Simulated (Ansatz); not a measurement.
Reaction (cleavage of the B–Al bond): `O[BH][AlH2]` + H₂Te → `OB[TeH]` + `[AlH3]`

Computed with Ansatz on PBE0-D4/def2-TZVP structures; ΔE is electronic, products minus reactants. CCSD(T)/CBS is the MP2 limit (def2-TZVPP, def2-QZVPP) plus CCSD(T) − MP2 in def2-TZVPP, frozen cores. This one scheme is used for every species. DFT in def2-TZVPP. HSE06 is defined as in plane-wave codes. def2 core potentials past Kr. For Te outer-core shells are correlated without core-valence functions, which leaves a few kJ/mol of doubt a bond. Each species was taken in one conformer, which may not be the lowest.

| level | ΔE (kcal/mol) | difference from CCSD(T)/CBS |
| --- | --- | --- |
| LDA (SPW92) | -20.7 | 1.0 |
| revPBE-D4 | -20.7 | 1.0 |
| r2SCAN-D4 | -22.1 | -0.4 |
| r2SCAN0-D4 | -22.1 | -0.4 |
| HSE06-D4 | -20.7 | 1.0 |
| ωB97X-V | -20.1 | 1.6 |
| ωB97M-V | -20.9 | 0.8 |
| B2PLYP | -21.3 | 0.4 |
| PBE | -19.8 | 1.9 |
| BLYP | -19.4 | 2.3 |
| r2SCANh | -22.0 | -0.3 |
| CAM-B3LYP | -19.7 | 2.0 |
| RPA@PBE/def2-TZVPP | -20.1 | 1.6 |
| MP2/def2-SVP | -23.0 | -1.3 |
| CCSD(T)/def2-TZVPP | -21.0 | 0.7 |
| SCS-MP2/def2-QZVPP | -23.0 | -1.3 |
| CCSD(T)/CBS | -21.7 | 0 |

Largest T1 diagnostic among the species: 0.014.

The D4 term adds −0.9 kcal/mol with B3LYP and −0.4 kcal/mol with PBE0; it sums over pairs of atoms, weighted by their polarisabilities, and B3LYP, whose exchange is more repulsive, gets the larger term. At CCSD(T), def2-SVP lies +1.3 kcal/mol from the extrapolated value and def2-TZVPP +0.7 kcal/mol. From BLYP to BHLYP (50 % exact exchange), in def2-TZVPP and without D4, ΔE moves by −0.9 kcal/mol.

B3LYP here is the variant with VWN-RPA as its local correlation; programs differ in this.
